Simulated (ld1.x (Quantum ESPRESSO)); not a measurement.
Plane-wave convergence, TM potential for Fe

```json
{"Element": "iron (Fe)", "Generator": "ld1.x (Quantum ESPRESSO) 7.5", "Type": "norm-conserving Troullier–Martins (Kleinman–Bylander form)", "Functional": "PBE", "Relativity": "scalar-relativistic", "Frozen core": "[Ar]", "Valence charge": "8", "Reference configuration": "3d6 4s0.5 4p0 (charge +1.5)", "Partial waves": "4s (bound): rc 1.65 bohr; 4p (bound, empty): rc 2.40 bohr; 4f channel at 0.05 Ry: rc 2.60 bohr; 3d (bound): rc 1.20 bohr", "Local potential": "the d channel", "Core correction": "Bessel-smoothed model core inside 0.70 bohr"}
```

The pseudo-atom Hamiltonian at the reference potential is diagonalised in spherical Bessel functions j_l(qr) that vanish at 20 bohr, with q² up to the cutoff. All-electron valence levels (Ry): 4s -1.1886, 4p -0.7893, 3d -1.5205.

How do the lowest levels (Ry) of each channel move with the cutoff, and are there ghosts?

```
cutoff (Ry)      s #1     s #2      p #1     p #2     f #1     f #2     d #1     d #2  Σ f·Δε (mRy)
          8   -1.3640  -0.4323   -0.7880  -0.2897  -0.1585  -0.0596  -0.4605  -0.1953        6447.6
         18   -8.1356  -1.1601   -0.7901  -0.6132  -0.1585  -0.0598  -0.5190  -0.2154        6023.6
         30  -12.8229  -1.1863   -4.6312  -0.7893  -0.1585  -0.0598  -0.5884  -0.2372        5593.7
         50  -15.3773  -1.1878   -8.2890  -0.7893  -0.1585  -0.0598  -0.8746  -0.2958        3875.8
         70  -16.1176  -1.1882   -9.7476  -0.7893  -0.1585  -0.0598  -1.2137  -0.3297        1841.1
        110  -16.4642  -1.1885  -10.4074  -0.7893  -0.1585  -0.0598  -1.4937  -0.3468         161.0
        160  -16.4680  -1.1886  -10.4352  -0.7893  -0.1585  -0.0598  -1.5203  -0.3482           1.5
        260  -16.4697  -1.1886  -10.4370  -0.7893  -0.1585  -0.0598  -1.5205  -0.3482           0.4
        400  -16.4697  -1.1886  -10.4372  -0.7893  -0.1585  -0.0598  -1.5205  -0.3482           0.0
```

Result: ghost states, extra bound levels that the all-electron valence spectrum of the same l lacks: s at -224.1 eV, p at -142.0 eV (a true bound ghost makes a file unfit for plane-wave use); 10 mRy is reached at 140 Ry and 1 mRy at 200 Ry.
